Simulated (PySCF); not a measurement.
## Name the molecule from its bond curve

A diatomic of charge +1 contains Be. Its quartet curve at PBE in a double-zeta basis (no relativity, PySCF), in eV from the separated fragments:

R (Å), E (eV) and a bar:
```
    1.361     -2.083 ##############################
    1.424     -2.555 ##############
    1.487     -2.833 #####
    1.534     -2.944 #
    1.582     -2.989 
    1.629     -2.981 
    1.693     -2.907 ###
    1.772     -2.743 ########
    1.867     -2.479 #################
    1.993     -2.081 ##############################
```

The fit gives ωe = 1068 cm⁻¹ and the rotational constant Bₑ = 1.283 cm⁻¹.

Q: Which atom is the partner?

A: The minimum lies at 1.597 Å, so the reduced mass is 16.8576 u Å² cm⁻¹/(Bₑ·Re²) = 5.152 u. With Be at 9.01 u the partner weighs about 12.0 u: C. The molecule is BeC⁺.

The state is the lowest determinant that a PBE0 search found; another state may lie lower at other levels.
